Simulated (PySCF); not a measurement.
This PySCF input asks for the NMR shieldings of `CO[Si@H]([C@@H](C#C)Cl)[SiH2]CCl`, C₅H₁₀Cl₂OSi₂; the geometry comes from GFN2-xTB.

```python
import basis_set_exchange as bse
import numpy as np
from pyscf import gto, dft
from pyscf.prop import nmr

atoms = """
C    -1.012181   -2.459075   -0.740261
C    -0.844077   -1.392699   -1.261735
C    -0.692595   -0.088651   -1.833574
Cl   -2.323873    0.511066   -2.367092
Si    0.040787    1.189914   -0.562992
O    -0.803061    1.160174    0.815459
C    -2.179012    1.271237    1.069925
Si    2.136951    0.577726    0.172320
C     2.043341   -1.051759    1.177606
Cl    3.681752   -1.583756    1.645560
H    -1.138424   -3.407442   -0.310131
H    -0.099037   -0.150810   -2.746551
H    -0.127694    2.461291   -1.283797
H    -2.727093    0.480770    0.556219
H    -2.325230    1.174386    2.145750
H    -2.554743    2.239503    0.736027
H     2.796008    1.565645    1.032888
H     3.041999    0.318062   -0.953941
H     1.602188   -1.865186    0.604726
H     1.478847   -0.939718    2.100557
"""
names = dict.fromkeys(["C", "Cl", "Si", "O", "H"], "pcSseg-1")
basis = {el: gto.basis.parse(bse.get_basis(n, elements=[el], fmt="nwchem")) for el, n in names.items()}
mol = gto.M(atom=atoms, basis=basis, charge=0, verbose=0)
mf = dft.RKS(mol, xc="PBE0")
mf.grids.level = 2
mf.grids.alignment = dft.numint.BLKSIZE   # the property module wants whole blocks of grid points
mf.conv_tol = 1e-9
mf.kernel()

calc = nmr.RKS(mf)   # GIAO
C = mf.mo_coeff
Co = C[:, mf.mo_occ > 0]
resp = mf.gen_response(singlet=True, hermi=2)
def vind(x):   # induced exchange potential for any number of trial vectors
    d = np.einsum("pi,xij,qj->xpq", C, 2 * x.reshape(-1, C.shape[1], Co.shape[1]), Co, optimize=True)
    return np.einsum("xpq,pi,qj->xij", resp(d - d.transpose(0, 2, 1)), C, Co, optimize=True).ravel()
mo1, _ = nmr.rhf.solve_mo1(calc, with_cphf=vind)
sigma = calc.kernel(mo1)
for i, s in enumerate(sigma):   # ppm
    w = np.linalg.eigvalsh((s + s.T) / 2)
    print("%2d %-2s iso %8.1f  s11 %8.1f  s22 %8.1f  s33 %8.1f" % (i, mol.atom_pure_symbol(i), w.mean(), *w))
```

Problem. What are the results?

Solution. 
```
 0 C  iso     99.5  s11     37.0  s22     43.0  s33    218.6
 1 C  iso    100.3  s11     -5.5  s22      8.4  s33    298.0
 2 C  iso    143.0  s11    123.2  s22    138.0  s33    167.8
 3 Cl iso    746.8  s11    447.9  s22    739.2  s33   1053.1
 4 Si iso    358.7  s11    317.6  s22    359.5  s33    398.9
 5 O  iso    335.7  s11    291.3  s22    330.3  s33    385.6
 6 C  iso    129.8  s11    103.3  s22    105.2  s33    180.9
 7 Si iso    420.2  s11    385.1  s22    402.0  s33    473.4
 8 C  iso    156.9  s11    131.0  s22    142.4  s33    197.3
 9 Cl iso    895.7  s11    790.1  s22    797.9  s33   1099.0
10 H  iso     29.3  s11     24.2  s22     25.6  s33     38.1
11 H  iso     27.7  s11     22.3  s22     27.9  s33     33.1
12 H  iso     26.4  s11     23.2  s22     25.1  s33     31.0
13 H  iso     27.4  s11     22.2  s22     27.5  s33     32.3
14 H  iso     27.7  s11     23.2  s22     25.5  s33     34.5
15 H  iso     27.9  s11     24.6  s22     24.8  s33     34.3
16 H  iso     27.8  s11     24.2  s22     26.3  s33     32.9
17 H  iso     28.1  s11     24.9  s22     26.9  s33     32.5
18 H  iso     28.3  s11     20.3  s22     27.6  s33     36.9
19 H  iso     28.5  s11     21.8  s22     29.0  s33     34.8
```

These numbers come from an equivalent density-fitted implementation of the same equations, which agrees with the script to about 0.01 ppm for H and up to a few tenths of a ppm for heavy atoms, so last digits may differ.

Problem. Turn these shieldings into chemical shifts. Shifts are taken against calculated references (same method and geometry level): $^{13}$C (σref 186.93) and $^{29}$Si (σref 349.16) and $^{1}$H (σref 31.72) against TMS; $^{35}$Cl (σref 949.78) vs HCl; $^{17}$O (σref 336.08) vs H2O.

Solution. Averaging equivalent atoms: C 0: 87.4; C 1: 86.6; C 6: 57.1; C 2: 43.9; C 8: 30.0; Cl 3: 203; Cl 9: 54; Si 4: -9.5; Si 7: -71.0; O 5: 0.4; H 12: 5.29; H 13/14/15: 4.05; H 11: 3.97; H 16: 3.94; H 17: 3.65; H 18: 3.44; H 19: 3.21; H 10: 2.43 ppm. Experimental scales use liquid or dissolved standards, which lie at an offset from isolated H2O (liquid H2O: subtract about 36 ppm).

Size and cost of the density-fitted run: 248 basis functions, 2.1 min wall time on 1 thread of an Arm Neoverse N1, shared host; peak memory 1.1 GiB.
